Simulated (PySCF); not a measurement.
Computed shifts of a molecule C4H4OSe, PySCF with B3LYP/pcSseg-1, GIAO, gas phase, equivalent atoms averaged, in ppm (number of nuclei): ¹³C: 158.9 (1), 154.1 (1), 129.4 (1), 121.7 (1). ¹H: 7.97 (1), 7.91 (1), 7.06 (1), 3.49 (1). References: ⁷⁷Se against Me2Se (σ = 1647.9 ppm); ¹³C against TMS (σ = 181.3 ppm); ¹⁷O against H2O (σ = 333.8 ppm); ¹H against TMS (σ = 31.68 ppm), references at their B3LYP-D3(BJ)/def2-TZVP geometries, non-relativistic. Coordinates come from a PBE-D3(BJ)/def2-SVP optimisation. The values are those of a single conformer.

Question: Which molecule gave these data?
(A) [SeH]c1ccoc1
(B) C=C=C[Se]C=O
(C) O=C[C@@H]1C=C[Se]1
(D) C=C1OC=C[Se]1

Answer: A, [SeH]c1ccoc1
